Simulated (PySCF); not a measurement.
# Bonding in Me3SiSBu

Compound: Me3SiSBu, C₇H₁₈SSi.
Numbering: `[CH3:1][CH2:2][CH2:3][CH2:4][S:5][Si:6]([CH3:7])([CH3:8])[CH3:9]` (hydrogens: H10, H11, H12 on C1; H13, H14 on C2; H15, H16 on C3; H17, H18 on C4; H19, H20, H21 on C7; H22, H23, H24 on C8; H25, H26, H27 on C9)

Cartesian coordinates in Å at the PBE0-D3(BJ)/def2-SVP level; atoms count from 1:
```xyz
27
C7H18SSi angstrom
C      3.2534   -0.8541    0.2379
C      2.9175    0.4558    0.9367
C      1.4525    0.8711    0.8261
C      1.0183    1.2155   -0.5890
S     -0.6955    1.8379   -0.7306
Si    -1.8865    0.0677   -0.3743
C     -2.2132   -0.1961    1.4590
C     -1.0286   -1.4366   -1.1059
C     -3.5098    0.4087   -1.2514
H      2.6297   -1.6789    0.6207
H      3.0927   -0.7975   -0.8499
H      4.3056   -1.1353    0.3964
H      3.1753    0.3720    2.0059
H      3.5557    1.2649    0.5385
H      1.2572    1.7431    1.4712
H      0.8156    0.0579    1.2169
H      1.1408    0.3623   -1.2725
H      1.6415    2.0314   -0.9893
H     -2.8986   -1.0458    1.6147
H     -1.2842   -0.4038    2.0110
H     -2.6721    0.7020    1.9003
H     -0.7967   -1.2766   -2.1702
H     -1.6916   -2.3139   -1.0292
H     -0.0924   -1.6796   -0.5803
H     -4.2372   -0.3938   -1.0477
H     -3.3642    0.4828   -2.3394
H     -3.9496    1.3564   -0.9022
```

Bond orders from the PBE0/pcSseg-1 density (PySCF). One conformer (not necessarily the lowest) at the PBE0-D3(BJ)/def2-SVP geometry, without solvent, vibrations or thermal averaging.

(1) How far do the computed orders between heavy atoms stray from the drawn ones?

(2) Give the Mayer order of every bond between heavy atoms, beside its length.

## Answers

(1) The largest departure is 0.048, at C2–C3 (drawn single, 1.048) and C1–C2 (drawn single, 1.047).

(2) 
| bond | drawn as | length (Å) | Mayer order |
| --- | --- | --- | --- |
| C1–C2 | single | 1.522 | 1.047 |
| C2–C3 | single | 1.527 | 1.048 |
| C3–C4 | single | 1.520 | 0.985 |
| C4–S5 | single | 1.829 | 1.024 |
| S5–Si6 | single | 2.163 | 0.983 |
| Si6–C7 | single | 1.881 | 0.960 |
| Si6–C8 | single | 1.880 | 0.967 |
| Si6–C9 | single | 1.876 | 0.982 |

By pair of heavy elements: C–C: lowest C3–C4 (0.985, 1.520 Å), highest C2–C3 and C1–C2 (1.048, 1.527 Å); in 1 of the 3 pairs the longer bond (by over 0.003 Å) has the higher order (by 0.02 or more). C–Si: lowest Si6–C7 (0.960, 1.881 Å), highest Si6–C9 (0.982, 1.876 Å). Bonds named together lie within 0.004.

Question: And the bonds to hydrogen?

Answer: C–H: 0.92 to 0.97 (18 bonds).

Question: Sum the orders of all bonds at each heavy atom with more than one neighbour and set the sums beside the valence in the SMILES.

Answer: C1 3.940 (drawn 4), C2 3.999 (drawn 4), C3 3.907 (drawn 4), C4 3.879 (drawn 4), S5 2.007 (drawn 2), Si6 3.892 (drawn 4), C7 3.807 (drawn 4), C8 3.808 (drawn 4), C9 3.834 (drawn 4). Orders between atoms that aren't bonded are not in these sums.

For a closed shell the Mayer order of atoms A and B is Σ (PS)μν (PS)νμ over the basis functions μ on A and ν on B, with P the density and S the overlap matrix.
